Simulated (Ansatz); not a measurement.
Start from `C[S][Al]([Cl])[Cl]` and change one atom or group to get `C[O][Al]([Cl])[Cl]`.

Ansatz, PBE0-D4/def2-TZVP geometries, multiplicity 1. Each molecule was computed in one conformer, which needn't be the lowest.

```json
{"property": "LUMO energy (B3LYP/def2-TZVPP) / eV", "`C[S][Al]([Cl])[Cl]`": "-1.12"}
{"property": "LUMO energy (ωB97M-V/def2-TZVPP) / eV", "`C[S][Al]([Cl])[Cl]`": "0.83"}
{"property": "HOMO–LUMO gap (B3LYP/def2-TZVPP) / eV", "`C[S][Al]([Cl])[Cl]`": "6.21"}
{"property": "HOMO energy (PBE0/def2-TZVPP) / eV", "`C[S][Al]([Cl])[Cl]`": "-7.59"}
{"property": "HOMO energy (B3LYP/def2-TZVPP) / eV", "`C[S][Al]([Cl])[Cl]`": "-7.34"}
{"property": "size of the dipole moment (PBE/def2-TZVPP) / D", "`C[S][Al]([Cl])[Cl]`": "2.07"}
```

Q: What does the change do to each property? (Best estimate.)

A: Computed: 
```
                                      property  `C[O][Al]([Cl])[Cl]`  shift
           LUMO energy (B3LYP/def2-TZVPP) / eV                 -1.13  -0.01
         LUMO energy (ωB97M-V/def2-TZVPP) / eV                  0.85   0.02
         HOMO–LUMO gap (B3LYP/def2-TZVPP) / eV                  7.30   1.09
            HOMO energy (PBE0/def2-TZVPP) / eV                 -8.67  -1.08
           HOMO energy (B3LYP/def2-TZVPP) / eV                 -8.42  -1.08
size of the dipole moment (PBE/def2-TZVPP) / D                  1.69  -0.38
```

Dipoles are sizes alone; their direction can turn.

B3LYP here is the variant with VWN-RPA as its local correlation; programs differ in this.
